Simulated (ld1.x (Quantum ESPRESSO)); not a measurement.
**Before and after: TM potential for boron (B)**

boron, norm-conserving Troullier–Martins (Kleinman–Bylander form), made with ld1.x (Quantum ESPRESSO) 7.5 (PBEsol, scalar-relativistic). Core [He], reference 2s1.5 2p1.5. Waves: 2s (bound): rc 1.70 bohr; 2p (bound): rc 2.05 bohr; 3d channel at 0.45 Ry: rc 2.10 bohr. Local part: the d channel. Core correction: a·sin(br)/r model core inside 0.95 bohr.

All-electron outer shells of the reference configuration (PBEsol, scalar-relativistic, ld1.x):

```
shell  level (eV)  outermost node (bohr)  outermost maximum (bohr)
   1s     -180.14                      –                      0.21
   2s       -9.62                   0.46                      1.52
   2p       -3.80                      –                      1.57
```

Change: core correction a·sin(br)/r model core inside 1.90 bohr.

Cutoffs: the cutoffs (Ry, on a coarse ladder) from which the occupation-weighted sum of valence levels, in a spherical-Bessel basis at the reference potential, stays within 10 and 1 mRy of its value at 400 Ry; they do not see the model core or the augmentation charge, which bear on the density cutoff. Errors are all-electron minus pseudo energies relative to the spin-unpolarised reference configuration.

**Question.** What does the change do?

**Answer.** The potential gets neither clearly harder nor softer (21 Ry and 40 Ry → 21 Ry and 40 Ry); of the 7 tests that both files solve, the error grows in 6 and shrinks in 0 by more than 15 % and 0.3 meV (median size 1.1 → 9.9 meV); neither file shows a bound ghost. A wider model core is smoother and lowers the density cutoff, which this test does not measure.

```tsv
quantity	base	changed
cutoff, loose	21 Ry	21 Ry
cutoff, tight	40 Ry	40 Ry
bound ghosts	none	none
error for 2s2 2p1, meV [ΔE -2.91 eV]	-0.2	+0.9
error for 2s2 2p0, meV [ΔE 5.23 eV]	+31	+43
error for 2s1 2p0, meV [ΔE 30.49 eV]	+96	+137
error for 2s2 2p0.5, meV [ΔE -0.05 eV]	+5.9	+9.9
error for 2s1 2p1, meV [ΔE 11.36 eV]	-0.4	+0.7
error for 2s1 2p2, meV [ΔE 2.91 eV]	-0.2	+1.5
error for 2s0 2p3, meV [ΔE 8.75 eV]	-1.1	+11
s: phases at 2.30 bohr within 0.05 rad from the reference energy up to (Ry; the scan ends near 5)	2.3	2.3
p: phases at 2.30 bohr within 0.05 rad from the reference energy up to (Ry; the scan ends near 5)	2.5	2.5
d: phases at 2.30 bohr within 0.05 rad from the reference energy up to (Ry; the scan ends near 5)	to the end of the scan	to the end of the scan
```
